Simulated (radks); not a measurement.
Species: La I. Configuration: [Xe] 4f0.5 5d0.5 6s2 (fractional occupations, a model configuration).

Method: scalar-relativistic Kohn-Sham, SCAN, spin-polarised, spherical densities, finite nucleus; open shells are filled with parallel spins first (spin-orbit coupling, left out, can overturn this in heavy ions); meta-GGA in the generalised Kohn-Sham scheme; Fermi nuclear charge, rms radius 4.855 fm; computed with a radial shooting solver on a logarithmic mesh with Libxc functionals.

Energy parts (eV):
part                      energy
total                 -231146.07
kinetic                244491.14
electron-nucleus      -559493.15
Hartree                 89416.97
exchange-correlation    -5561.02

Orbitals (lengths in bohr, moments of r in powers of bohr; r(90%) holds 90 % of the orbital's charge):
orbital  occ.  eigenvalue (eV)  r(90%)      <r^2>
1s up       1        -38809.64  0.0452  0.0008540
1s down     1        -38809.64  0.0452  0.0008540
2s up       1        -6194.816   0.166    0.01361
2s down     1        -6194.805   0.166    0.01361
2p up       3        -5547.926   0.153    0.01084
2p down     3        -5547.917   0.153    0.01084
3s up       1        -1330.016   0.418    0.09254
3s down     1        -1329.888   0.418    0.09253
3p up       3        -1121.794   0.424    0.09274
3p down     3        -1121.662   0.424    0.09272
3d up       5        -823.4266   0.407    0.07973
3d down     5        -823.3117   0.407    0.07971
4s up       1        -268.8574   0.940     0.4840
4s down     1        -268.4485   0.940     0.4839
4p up       3        -200.8616    1.01     0.5481
4p down     3        -200.4357    1.01     0.5480
4d up       5        -102.3977    1.16     0.6909
4d down     5        -101.9331    1.16     0.6908
4f up     0.5          -1.5315    2.36      2.475
5s up       1         -38.6589    2.27      2.800
5s down     1         -38.3325    2.27      2.801
5p up       3         -22.0201    2.68      3.818
5p down     3         -21.6256    2.67      3.794
5d up     0.5          -2.6921    5.06      12.01
6s up       1          -3.7365    6.56      22.82
6s down     1          -3.4547    6.87      24.89

The highest occupied level is 4f up at -1.531 eV. Summed over all electrons, <r^2> = 96.19 bohr^2, which gives a Langevin (diamagnetic) susceptibility term of -76.2 x 10^-6 cm^3/mol. Spin moment in Bohr magnetons: 1. The spin density at the nucleus is 1.928 e/bohr^3 (1s 0.011, 2s -0.052, 3s -0.654, 4s -0.062, 5s 0.463, 6s 2.220). The density falls to 0.001 e/bohr^3 at r = 5.53 bohr. The electron density at the nucleus is 3.646e+05 e/bohr^3 (large components only).

Empty levels of this run are not shown, since the potential may be unsettled where no density lies.
